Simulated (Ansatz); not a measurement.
Si8Ge8H26, an alloyed nanocrystal cut from the lattice of germanium (8 Si, random). Charge 0, multiplicity 1. Geometry r2SCAN-D4/def2-SVP.

```
atom   x (Å)   y (Å)   z (Å)
 Ge1   0.959   3.651  -2.509
 Ge2  -1.700   1.340  -0.741
 Ge3  -0.574  -2.078   0.764
 Ge4   1.616  -2.032   4.022
 Ge5  -1.068   3.647  -1.173
 Ge6   0.539   2.447  -4.577
 Ge7   2.715   2.503  -1.284
 Ge8   1.236  -3.201   1.932
 Si9  -0.099   0.197  -4.082
Si10   2.031   0.254  -0.854
Si11  -2.115  -0.931   4.094
Si12  -2.078   0.212  -2.813
Si13  -2.549  -2.109   2.107
Si14   1.638  -0.855  -2.892
Si15   0.053   0.199   0.412
Si16  -0.409  -2.030   5.282
 H17   1.391   5.101  -2.818
 H18  -0.339  -0.543  -5.366
 H19  -2.987   1.298   0.113
 H20  -0.833  -2.745  -0.603
 H21   3.112  -0.466  -0.101
 H22  -3.355  -0.845   4.930
 H23  -1.675   0.463   3.767
 H24   2.048  -0.585   3.720
 H25   2.751  -2.705   4.818
 H26  -2.203   4.372  -1.923
 H27  -0.828   4.384   0.159
 H28  -3.161   0.911  -3.577
 H29  -2.527  -1.193  -2.549
 H30  -3.684  -1.485   1.355
 H31  -2.929  -3.517   2.449
 H32  -0.580   3.149  -5.373
 H33   1.812   2.454  -5.447
 H34   4.018   2.514  -2.108
 H35   2.988   3.232   0.046
 H36   2.888  -0.834  -3.717
 H37   1.277  -2.286  -2.631
 H38   0.290   0.841   1.749
 H39   2.508  -3.220   1.062
 H40   0.843  -4.660   2.235
 H41  -0.197  -1.396   6.623
 H42  -0.824  -3.453   5.499
```

Single mean-field runs in def2-SVP, def2-TZVP are fitted with def2-universal-jkfit. Another isomer (singlet) lies 0.11 eV lower at PBE0-D4/def2-TZVP; other spin states weren't run for this one.

Task: Estimate the orbital energies around the gap (eV) in Ansatz with PBE-D4/def2-SVP, PBE-D4/def2-TZVP, r2SCAN-D4/def2-TZVP, PBE0-D4/def2-TZVP, BHLYP-D4/def2-TZVP.

Result: 
```
orbital  PBE-D4/def2-SVP  PBE-D4/def2-TZVP  r2SCAN-D4/def2-TZVP  PBE0-D4/def2-TZVP  BHLYP-D4/def2-TZVP
 HOMO−5            -6.74             -6.74                -6.99              -7.74               -8.64
 HOMO−4            -6.70             -6.72                -6.98              -7.73               -8.60
 HOMO−3            -6.61             -6.63                -6.89              -7.63               -8.47
 HOMO−2            -6.60             -6.62                -6.87              -7.60               -8.43
 HOMO−1            -6.42             -6.42                -6.66              -7.37               -8.19
   HOMO            -6.26             -6.27                -6.51              -7.19               -7.99
   LUMO            -1.67             -1.83                -1.69              -1.12               -0.21
 LUMO+1            -1.60             -1.74                -1.60              -1.02               -0.10
 LUMO+2            -1.52             -1.68                -1.52              -0.96               -0.07
 LUMO+3            -1.36             -1.50                -1.34              -0.77                0.12
 LUMO+4            -1.29             -1.44                -1.27              -0.68                0.22
 LUMO+5            -1.17             -1.37                -1.19              -0.63                0.27
```
